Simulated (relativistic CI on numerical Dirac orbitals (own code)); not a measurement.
# Ta4+: 5p photoemission

Computed with this model: Dirac-Coulomb-Breit CI, separate exchange-only KLI orbitals for each configuration, QED by a radiative potential, valence Slater integrals scaled by 0.7, multiplet model of photoemission in the sudden approximation; configurations [Xe] 4f14 5d → [Kr] 4d10 4f14 5s2 5p5 5d; 300 K; Lorentzian 2.1 eV and Gaussian 0.6 eV FWHM. Energies are those of the free ion, without screening or charge transfer. The energies are binding energies and can lie tens of eV above those of solids. S is read from ⟨S²⟩ = S(S + 1).

Field parameters in Wybourne normalisation: D4h B²₀ = −7Ds, B⁴₀ = 21(Dq − Dt), B⁴₄ = 21√(5/14) Dq; Td as Oh with Dq negative (B⁴₀ = 21Dq, B⁴₄ = √(5/14) B⁴₀). The field is a parameter set, without covalency.

Computed curve for D4h, 10Dq = 43400, Ds = 1680, Dt = -790 cm⁻¹, scaled to 100 at the maximum (points under 2 are left out and the grid is thinned):

(Energy (eV), Intensity): (75.8, 2.1), (76.6, 2.5), (77.2, 2.9), (78.0, 3.6), (78.8, 4.6), (79.4, 5.7), (80.2, 7.8), (80.8, 10.4), (81.6, 16.3), (82.4, 29.0), (83.0, 47.5), (83.8, 82.6), (84.6, 100.0), (85.2, 87.9), (86.0, 56.4), (86.8, 32.6), (87.4, 23.6), (88.2, 16.9), (89.0, 12.4), (89.6, 10.8), (90.4, 10.9), (91.0, 12.2), (91.8, 16.5), (92.6, 26.8), (93.2, 38.6), (94.0, 45.4), (94.8, 31.7), (95.4, 22.9), (96.2, 18.9), (97.0, 19.3), (97.6, 16.0), (98.4, 9.5), (99.2, 5.8), (99.8, 4.4), (100.6, 3.5), (101.2, 3.2), (102.0, 3.5), (102.8, 3.8), (103.4, 3.1), (104.2, 2.0)

The ground state has S = 0.50, and the centroid lies at 88.11 eV.
